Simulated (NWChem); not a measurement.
# C2H3O3, doublet; SMILES COC([O])=O

Results from NWChem. Pople sets run with spherical d functions. Spin-unrestricted. No stability test was run on the SCF state. Level B3LYP/6-31G*: optimisations from one semi-empirical or force-field start; each run changes one setting, and all end within 0.3 mHa of each other. One conformer.

```json
[
 {"setting": "redundant internal coordinates, default thresholds", "optimisation steps": "6"},
 {"setting": "loose thresholds", "optimisation steps": "3"},
 {"setting": "trust radius 0.05", "optimisation steps": "6"},
 {"setting": "no line search", "optimisation steps": "6"}
]
```
